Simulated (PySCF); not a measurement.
# Checking a proposed structure

A compound C₆H₁₀OSi gives the data below (simulated from a calculation) and was assigned the structure `CCc1ccoc1[SiH3]`.

¹³C{¹H} NMR (computed): δ 162.0 (CH), 145.8 (CH), 139.5 (C), 113.4 (CH), 30.0 (CH2), 16.6 (CH3).

¹H NMR (400 MHz, computed): δ 6.83 (d, 1H), 6.30 (d, 1H), 5.83 (t, 1H), 5.31 (s, 2H), 2.38 (m, 2H), 1.10 (t, 3H).

Gas phase, no relativistic terms, averaged over atoms made equivalent by symmetry, fast rotation or ring inversion, one conformer. Shielding tensors at PBE0/pcSseg-1 (GIAO); GFN2-xTB geometry; PySCF 2.14.

Shifts are taken against calculated references (same method and geometry level): TMS for ¹H (σ = 31.72 ppm), ¹³C (σ = 186.93 ppm).

Task: Compare with the shifts computed for the proposed structure, pairing carbons in order of shift.

Result: Mapped SMILES: `[CH3:1][CH2:2][c:3]1[cH:4][cH:5][o:6][c:7]1[SiH3:8]`. Each H is labelled by its parent atom.

| atom | computed for proposal | given list | difference |
| --- | --- | --- | --- |
| C5 | 153.2 | 162.0 | -8.8 |
| C3 | 149.3 | 145.8 | +3.5 |
| C7 | 148.0 | 139.5 | +8.5 |
| C4 | 118.4 | 113.4 | +5.0 |
| C2 | 24.3 | 30.0 | -5.7 |
| C1 | 21.1 | 16.6 | +4.5 |

The rms difference is 6.3 ppm and the largest -8.8 ppm at C5 (aromatic CH next to the ring oxygen). The carbon types in order of shift don't match either: CH, C, C, CH, CH2, CH3 for the proposal against CH, CH, C, CH, CH2, CH3 in the data. The proposal doesn't fit.

Task: Which isomer fits?

Result: `C(C)/C=C1\C=CO[SiH2]1`.

Carbon types of the structure: 1 × C, 3 × CH, 1 × CH2, 1 × CH3, leaving 2 H on heteroatoms. δC 162.0: alkene carbon bearing oxygen; an sp2 carbon further deshielded by the attached heteroatom. δC 145.8: alkene CH; the olefinic region. δC 139.5: fully substituted alkene carbon; as expected for a trigonal carbon in a double bond. δC 113.4: β carbon of an enol-ether or enamine type C=C; the O or N lone pair pushes π density onto this β carbon and shields it.

Other isomers checked: CO[Si]1(C)C=CC=C1 (rms 16.2 ppm).

The shifts were computed for this structure.

Shifts are as computed. Against solution values, carbons near 30 ppm lie about +3 ppm off and those near 130 ppm about +5 ppm. Of 1309 compounds with measured shifts, 239 miss one by over three times the rms of a fit or turn the order of signals round; such compounds aren't used in these exercises. Multiplicities follow the n + 1 count of equivalent neighbours, as no J values were calculated; m marks all less simple cases, F and P coupling included.
